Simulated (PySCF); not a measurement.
# Spinor energies of Dy²⁹⁺ (dysprosium, charge +29)

Start: [Kr] 4d1; 4d3/2 filled at m_j = +3/2. Calculated with PySCF 2.14 in an even-tempered Gaussian basis (17 s from 2.6 bohr⁻², ratio 2.8; 14 p from 3.4 bohr⁻², ratio 2.8; 9 d from 3.4 bohr⁻², ratio 2.8; 3 f from 12 bohr⁻², ratio 3): generalised Hartree-Fock with the X2C-1e Hamiltonian and a Gaussian nucleus; one run each with spin-orbit coupling (SO) switched off, then screened by Boettger's factors.

| spinor shell | electrons | ε, spin-free (eV) | ε, screened SO (eV) | weight of nominal j (screened SO) | rms radius, screened SO (bohr) |
| --- | --- | --- | --- | --- | --- |
| 1s1/2 | 2 | -55107.5 | -55096.2 | 1.000 | 0.0240 |
| 2s1/2 | 2 | -10175.8 | -10172.1 | 1.000 | 0.0971 |
| 2p1/2 | 2 | -9143.7 | -9709.9 | 1.000 | 0.0830 |
| 2p3/2 | 4 | -9143.7 | -8903.2 | 1.000 | 0.0896 |
| 3s1/2 | 2 | -3100.1 | -3098.7 | 1.000 | 0.248 |
| 3p1/2 | 2 | -2776.1 | -2898.2 | 1.000 | 0.239 |
| 3p3/2 | 4 | -2776.1 | -2723.2 | 1.000 | 0.252 |
| 3d3/2 | 4 | -2362.4 | -2385.1 | 1.000 | 0.224 |
| 3d5/2 | 6 | -2362.4 | -2345.9 | 1.000 | 0.228 |
| 4s1/2 | 2 | -1326.1 | -1325.6 | 1.000 | 0.522 |
| 4p1/2 | 2 | -1200.0 | -1237.8 | 0.999 | 0.528 |
| 4p3/2 | 4 | -1200.0 | -1183.2 | 1.000 | 0.554 |
| 4d3/2 | 1 | -1053.9 | -1060.0 | 1.000 | 0.543 |

```
   quantity     spin-free   screened SO
E (hartree)  -11725.67302  -11734.90391
        M_J           3/2           3/2
       ⟨J²⟩         4.358         3.751
       ⟨L²⟩         6.003         6.052
       ⟨S²⟩         0.751         0.800
```

Each row is a mean over spinors that exchange with the open shell spreads, by up to 11.000 eV (4p1/2).

Breit and QED terms are absent; they matter most for the inner s and p1/2 levels.

Densities and radii are taken from the X2C orbitals without a picture-change correction, which distorts them close to the nucleus.

Without spin-orbit coupling the j labels of p, d and f shells carry no meaning; the spin-free column gives the mean over the occupied spinors of each nl shell, and its ⟨J²⟩ belongs to a mixture of degenerate components.
